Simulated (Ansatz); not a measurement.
The same atomization along the group C, Si, Ge, Sn.

Computed with Ansatz on PBE0-D4/def2-TZVP structures; ΔE is electronic, products minus reactants. CCSD(T)/CBS adds triple-zeta CCSD(T) − MP2 to the extrapolated MP2 energy (def2 sets, frozen cores). This one scheme is used for every species, atoms too. DFT in def2-TZVPP. B3LYP here is the variant with VWN-RPA as its local correlation; programs differ in this. Open shells (•) are unrestricted, without spin–orbit coupling. Spin–orbit coupling would lower the free atoms: a little for C, O, Si; clearly for Ge, Se; strongly for Sn. Elements past krypton have def2 core potentials. Bonds to Ge, Se, Sn are less sure, by a few kJ/mol each and by 10 to 20 or more in all where they break to atoms, as the def2 sets lack core-valence functions. Scalar relativity is left out up to krypton. One conformer a species, not always the lowest.

```
                                 reaction  ωB97M-V (kcal/mol)  B3LYP-D4 (kcal/mol)  B2PLYP (kcal/mol)
         `OC[SeH]` → C• + 4 H• + O• + Se•               553.6                553.2              547.1
   `O[SiH2][SeH]` → Si• + 4 H• + O• + Se•               527.8                525.6              520.5
`[OH][GeH2][SeH]` → Ge• + 4 H• + O• + Se•               481.5                480.9              477.5
`[OH][SnH2][SeH]` → Sn• + 4 H• + O• + Se•               450.4                448.8              443.5
```

(1) Give the CCSD(T)/CBS values in the same order. (Best estimate.)

Largest T1 diagnostic: 0.012, for `[OH][SnH2][SeH]`.

Results:

(1) Computed: 556.8, 533.1, 490.3, 460.9 kcal/mol.

For atomizations the MP2-based limit and the directly extrapolated one differ by several kJ/mol either way, and by 10 to 25 for some Ge, Se and Sn compounds, so smaller differences from it don't rank the levels.
